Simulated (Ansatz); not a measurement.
`[F][SnH]([Cl])[GeH3]` and `C[O][SnH]([F])[Cl]` differ in one atom or group.

Ansatz, PBE0-D4/def2-TZVP geometries, multiplicity 1. Each molecule was computed in one conformer, which needn't be the lowest.

Elements past krypton have def2 core potentials. Scalar relativity is left out up to krypton.

```
                                                                                  property  `[F][SnH]([Cl])[GeH3]`
                                                      HOMO–LUMO gap (PBE0/def2-TZVPP) / eV                    7.09
ideal-gas entropy at 298 K and 1 bar (rigid rotor, harmonic PBE0-D4/def2-TZVP) / J/(mol·K)                     391
                                          size of the dipole moment (B3LYP/def2-TZVPP) / D                    3.76
                                                   HOMO–LUMO gap (ωB97M-V/def2-TZVPP) / eV                   10.97
                                                         HOMO energy (PBE/def2-TZVPP) / eV                   -7.18
                                                       HOMO energy (B3LYP/def2-TZVPP) / eV                   -8.16
```

(1) What does the change do to each property? (An estimate is asked.)

Answers

(1) Computed: 
| property | `C[O][SnH]([F])[Cl]` | shift |
| --- | --- | --- |
| HOMO–LUMO gap (PBE0/def2-TZVPP) / eV | 6.84 | -0.25 |
| ideal-gas entropy at 298 K and 1 bar (rigid rotor, harmonic PBE0-D4/def2-TZVP) / J/(mol·K) | 383 | -8 |
| size of the dipole moment (B3LYP/def2-TZVPP) / D | 1.69 | -2.07 |
| HOMO–LUMO gap (ωB97M-V/def2-TZVPP) / eV | 11.29 | 0.32 |
| HOMO energy (PBE/def2-TZVPP) / eV | -6.87 | 0.31 |
| HOMO energy (B3LYP/def2-TZVPP) / eV | -8.22 | -0.06 |

With PBE0 the HOMO falls by 0.09 eV and the LUMO falls by 0.34 eV, so the gap narrows by about 0.25 eV. PBE moves the HOMO by 0.31 eV and ωB97M-V by -0.47 eV. The zero-point energy changes by 48.5 kJ/mol with +3 modes. Dipoles are sizes alone; their direction can turn. Modes under 60 cm⁻¹, often nearly free rotors, make the harmonic entropy too high.

B3LYP here is the variant with VWN-RPA as its local correlation; programs differ in this.
